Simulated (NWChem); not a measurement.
# CH₂NO cation; SMILES [NH2+]=C=O

All runs: NWChem. Pople sets run with spherical d functions. Structure relaxed at the PBE0/def2-SVP level. Level: PBE/6-31G* with COSMO at NWChem's default radii, gas-phase geometry; rows give the dielectric constant. Reactions with the solvent are ignored.

```json
[
 {"dielectric constant": "2.4", "electrostatic solvation energy (kcal/mol)": "-44.2"},
 {"dielectric constant": "3.9", "electrostatic solvation energy (kcal/mol)": "-56.5"},
 {"dielectric constant": "25.0", "electrostatic solvation energy (kcal/mol)": "-73.2"},
 {"dielectric constant": "37.5", "electrostatic solvation energy (kcal/mol)": "-74.2"},
 {"dielectric constant": "78.4", "electrostatic solvation energy (kcal/mol)": "…"}
]
```

Complete the blanks.


- 78.4, electrostatic solvation energy (kcal/mol): -75.3
